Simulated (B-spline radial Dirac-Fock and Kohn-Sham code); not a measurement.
# Auger parameter of osmium: the M5 level and its strongest M5-NN line

Model: relaxed Dirac-Fock hole states (ΔSCF) with Breit and QED corrections and a finite nucleus. Program: a radial B-spline solver. The modified Auger parameter α′ is the binding energy plus the kinetic energy of the Auger electron; it does not depend on the energy zero. For free ions it tends to fall with charge, since less charge screens the final holes.

```csv
species,configuration,binding 3d5/2 (eV),Auger line,kinetic (eV),α′ (eV)
Os,[Xe] 4f14 5d6 6s2,1972.1,N6N7 J=6,1824.6,3796.7
Os,[Xe] 4f14 5d5 6s2 6p1,1977.3,N6N7 J=6,1819.1,3796.4
Os⁺,[Xe] 4f14 5d6 6s1,1980.7,N6N7 J=6,1814.6,3795.3
Os²⁺,[Xe] 4f14 5d6,1990.4,N6N7 J=6,1803.8,3794.2
Os³⁺,[Xe] 4f14 5d5,2005.3,N6N7 J=6,1787.6,3793.0
Os³⁺ (Watson 1.8 Å),[Xe] 4f14 5d5,1981.4,N6N7 J=6,1811.6,3793.1
Os³⁺ (Watson 2 Å),[Xe] 4f14 5d5,1983.8,N6N7 J=6,1809.2,3793.0
Os⁴⁺,[Xe] 4f14 5d4,2021.5,N6N7 J=6,1770.5,3792.1
Os⁴⁺,[Xe] 4f14 5d3 6s1,2026.3,N6N7 J=6,1765.8,3792.1
Os⁴⁺ (Watson 2.7 Å),[Xe] 4f14 5d4,2000.2,N6N7 J=6,1791.9,3792.1
Os⁵⁺,[Xe] 4f14 5d3,2038.9,N6N7 J=6,1752.5,3791.5
Os⁵⁺ (Watson 2.2 Å),[Xe] 4f14 5d3,2006.2,N6N7 J=6,1785.3,3791.5
Os⁶⁺,[Xe] 4f14 5d2,2057.4,N6N7 J=6,1733.7,3791.1
Os⁷⁺,[Xe] 4f14 5d1,2076.8,N6N7 J=6,1714.2,3791.0
Os⁷⁺ (Watson 1.6 Å),[Xe] 4f14 5d1,2013.8,N6N7 J=6,1777.2,3791.0
Os⁷⁺ (Watson 2.7 Å),[Xe] 4f14 5d1,2039.5,N6N7 J=6,1751.5,3791.0
```

Values without a named source are computed, but for edge energies of neutral atoms, which are taken from tables.
